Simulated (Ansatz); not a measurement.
One change: `[AlH2]/[N]=C\[SiH3]` becomes `[CH3][GaH]/[N]=C\[SiH3]`.

Ansatz, PBE0-D4/def2-TZVP geometries, multiplicity 1. Each molecule was computed in one conformer, which needn't be the lowest.

Scalar relativity is left out up to krypton.

| property | `[AlH2]/[N]=C\[SiH3]` |
| --- | --- |
| HOMO–LUMO gap (PBE/def2-TZVPP) / eV | 2.82 |
| HOMO energy (ωB97M-V/def2-TZVPP) / eV | -8.66 |
| HOMO–LUMO gap (PBE0/def2-TZVPP) / eV | 5.07 |
| size of the dipole moment (B3LYP/def2-TZVPP) / D | 1.24 |
| size of the dipole moment (PBE/def2-TZVPP) / D | 1.30 |
| HOMO energy (B3LYP/def2-TZVPP) / eV | -6.26 |

**Question.** Give the same properties after the change, and the shifts. (Best estimate.)

**Answer.** The calculation gave: 
```
                                        property  `[CH3][GaH]/[N]=C\[SiH3]`  shift
             HOMO–LUMO gap (PBE/def2-TZVPP) / eV                       2.94   0.12
           HOMO energy (ωB97M-V/def2-TZVPP) / eV                      -8.34   0.32
            HOMO–LUMO gap (PBE0/def2-TZVPP) / eV                       5.18   0.11
size of the dipole moment (B3LYP/def2-TZVPP) / D                       0.80  -0.44
  size of the dipole moment (PBE/def2-TZVPP) / D                       0.77  -0.53
             HOMO energy (B3LYP/def2-TZVPP) / eV                      -5.97   0.29
```

With PBE0 the HOMO rises by 0.30 eV and the LUMO rises by 0.43 eV, so the gap widens by about 0.13 eV. PBE moves the HOMO by 0.30 eV and ωB97M-V by 0.32 eV. Dipoles are sizes alone; their direction can turn.

B3LYP here is the variant with VWN-RPA as its local correlation; programs differ in this.
